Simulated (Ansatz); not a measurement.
An input meant for H₁₂Au₁₃⁺ (charge 1, singlet).

```yaml
crystal:
  periodic: [false, false, false]
  atoms:
    - {symbol: Au, position_ang: [0.607677, 0.285483, 0.162491]}
    - {symbol: Au, position_ang: [1.369709, -0.561868, -2.656162]}
    - {symbol: Au, position_ang: [2.756435, 0.892498, 1.906685]}
    - {symbol: Au, position_ang: [-2.361896, 1.579082, -1.325909]}
    - {symbol: Au, position_ang: [-1.972945, -0.342189, 1.681995]}
    - {symbol: Au, position_ang: [-0.819128, 3.653014, -0.283134]}
    - {symbol: Au, position_ang: [1.510191, 3.046099, 0.970628]}
    - {symbol: Au, position_ang: [-2.120644, -1.247917, -0.912272]}
    - {symbol: Au, position_ang: [1.195485, -3.620344, 0.862749]}
    - {symbol: Au, position_ang: [0.930010, -1.365844, 2.295203]}
    - {symbol: Au, position_ang: [-0.111862, 1.253397, 2.765395]}
    - {symbol: Au, position_ang: [0.108449, -2.777792, -1.510648]}
    - {symbol: Au, position_ang: [0.554540, 2.000543, -2.019513]}
    - {symbol: H, position_ang: [1.509581, -2.279465, -2.610105]}
    - {symbol: H, position_ang: [4.001353, 1.736426, 2.426004]}
    - {symbol: H, position_ang: [-2.928889, 0.074423, -1.878078]}
    - {symbol: H, position_ang: [-3.106199, -1.181333, 0.795960]}
    - {symbol: H, position_ang: [-2.280919, 3.343997, -1.125066]}
    - {symbol: H, position_ang: [0.632942, 4.426921, 0.462643]}
    - {symbol: H, position_ang: [-1.371196, -2.799207, -0.492331]}
    - {symbol: H, position_ang: [1.036759, -4.207228, -0.744975]}
    - {symbol: H, position_ang: [1.385703, -3.064622, 2.550180]}
    - {symbol: H, position_ang: [-1.020177, 1.723635, 3.994330]}
    - {symbol: H, position_ang: [-1.159848, -1.717823, -2.281759]}
    - {symbol: H, position_ang: [1.617570, 1.147713, -3.058008]}
basis:
  gaussian: {orbitals: def2-TZVP, fitting: {mean_field: def2-universal-jkfit}}
total_charge: 1
hamiltonian: {xc: {name: r2SCAN0}, dispersion: d3bj}
scf: {max_iter: 3}
```

```sh
$ ansatz run in.yaml --threads 2 --pin off --events-out ev --progress --plain --max-ram 32768MiB --backend cuda --devices 0, --max-vram 18GiB
```

(1) Predict how Ansatz answers.

Answers

(1) The program refused the input. The input holds a key that doesn't belong there.
```
Error: invalid value for `basis.gaussian`: such a run doesn't read scf.max_iter; remove what it names
```
